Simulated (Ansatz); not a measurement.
Consider the ligand exchange at the Si–C bond: `N=C([SeH])[SiH2]Cl` + `N[SiH](O)O` → `O[SiH](O)N[SiH2]Cl` + `N=C[SeH]`.

Isolated molecules relaxed with PBE0-D4/def2-TZVP in Ansatz; ΔE leaves out vibrations. CBS: MP2 limit from def2 TZ/QZ plus the TZ coupled-cluster correction, frozen cores. This one scheme is used for every species. DFT in def2-TZVPP. B3LYP here is the variant with VWN-RPA as its local correlation; programs differ in this. For Se outer-core shells are correlated without core-valence functions, which leaves a few kJ/mol of doubt a bond. Scalar relativity is left out up to krypton. Each species was taken in one conformer, which may not be the lowest.

`N=C([SeH])[SiH2]Cl`:

Z-matrix (Å, degrees):
```
Si
Cl 1 2.050
C 1 1.887 2 107.3
H 1 1.480 2 109.3 3 -119.4
H 1 1.480 2 109.3 3 119.4
Se 3 1.921 1 115.0 2 -179.9
N 3 1.261 1 127.7 2 0.1
H 6 1.472 3 94.5 1 -0.1
H 7 1.022 3 111.3 1 0.0
```

`N[SiH](O)O`:

Z-matrix (Å, degrees):
```
Si
O 1 1.639
O 1 1.639 2 116.1
N 1 1.714 2 107.1 3 -119.6
H 1 1.475 2 104.4 3 114.2
H 2 0.959 1 117.1 3 74.9
H 3 0.959 1 117.0 2 -75.2
H 4 1.008 1 119.6 2 171.6
H 4 1.008 1 119.6 2 -46.2
```

`O[SiH](O)N[SiH2]Cl`:

Z-matrix (Å, degrees):
```
Si
O 1 1.637
N 1 1.729 2 106.3
O 1 1.629 2 107.6 3 -123.2
H 1 1.476 2 115.1 3 120.8
H 2 0.961 1 118.1 3 -48.1
Si 3 1.707 1 126.9 2 -11.0
H 3 1.010 1 116.6 2 158.9
H 4 0.959 1 118.1 2 48.7
Cl 7 2.077 3 111.5 1 64.4
H 7 1.479 3 109.2 1 -177.5
H 7 1.477 3 112.0 1 -52.4
```

`N=C[SeH]`:

```xyz
6

N     1.239   -0.161    0.686
C     0.098   -0.099    0.163
Se   -0.184    1.020   -1.350
H     1.247   -0.794    1.483
H    -0.796   -0.639    0.490
H    -1.605    0.673   -1.471
```

| level | ΔE (kcal/mol) | difference from CCSD(T)/CBS |
| --- | --- | --- |
| PBE-D4 | -14.6 | 1.8 |
| PBE0-D4 | -16.2 | 0.2 |
| B3LYP-D4 | -17.0 | -0.6 |
| ωB97M-V | -17.5 | -1.1 |
| PBE | -14.4 | 2.0 |
| r2SCAN | -16.5 | -0.1 |
| PBE0 | -16.0 | 0.4 |
| B3LYP | -16.8 | -0.4 |
| HF/def2-TZVPP | -20.8 | -4.4 |
| SCS-MP2/def2-TZVPP | -17.3 | -0.9 |
| CCSD/def2-TZVPP | -17.6 | -1.2 |
| CCSD(T)/def2-TZVPP | -16.9 | -0.5 |
| MP2/def2-QZVPP | -16.6 | -0.2 |
| SCS-MP2/def2-QZVPP | -17.2 | -0.8 |
| HF/CBS(def2) | -20.9 | -4.5 |
| CCSD/CBS(def2) | -17.2 | -0.8 |
| CCSD(T)/CBS | -16.4 | 0 |

Largest T1 diagnostic among the species: 0.012.

From PBE to PBE0 (25 % exact exchange), in def2-TZVPP and without D4, ΔE moves by −1.6 kcal/mol. In def2-TZVPP, CCSD(T) changes the Hartree–Fock value by +3.9 kcal/mol (the triples alone add +0.8 kcal/mol) and MP2 by +4.0 kcal/mol.
